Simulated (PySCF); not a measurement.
Isomers of C7H6FN3.

All values: PBE0/pcSseg-1 (PySCF) at GFN2-xTB geometries, gas phase, one conformer each.

**Question.** Rank by HOMO energy, highest first.
A. `Fc1c2nnn(c2ccc1)C`
B. `n1c2cccc(F)c2nn1C`
C. `Cc1nnn2c(F)cccc12`

**Answer.** C (-6.48 eV), B (-6.73 eV), A (-7.02 eV).

All values together:

| SMILES | μ (D) | HOMO (eV) | LUMO (eV) | lowest IAO charge (e) | highest IAO charge (e) | lowest Hirshfeld charge (e) | highest Hirshfeld charge (e) |
| --- | --- | --- | --- | --- | --- | --- | --- |
| Cn1nnc2c(F)cccc21 | 5.47 | -7.02 | -1.30 | -0.317 (C) | +0.302 (C) | -0.137 (N) | +0.095 (C) |
| Cn1nc2cccc(F)c2n1 | 1.87 | -6.73 | -1.48 | -0.314 (C) | +0.288 (C) | -0.139 (N) | +0.122 (N) |
| Cc1nnn2c(F)cccc12 | 5.16 | -6.48 | -1.38 | -0.436 (C) | +0.399 (C) | -0.128 (N) | +0.153 (C) |
| Cc1cccc2c(F)nnn12 | 5.27 | -6.48 | -1.45 | -0.433 (C) | +0.314 (C) | -0.149 (N) | +0.088 (C) |
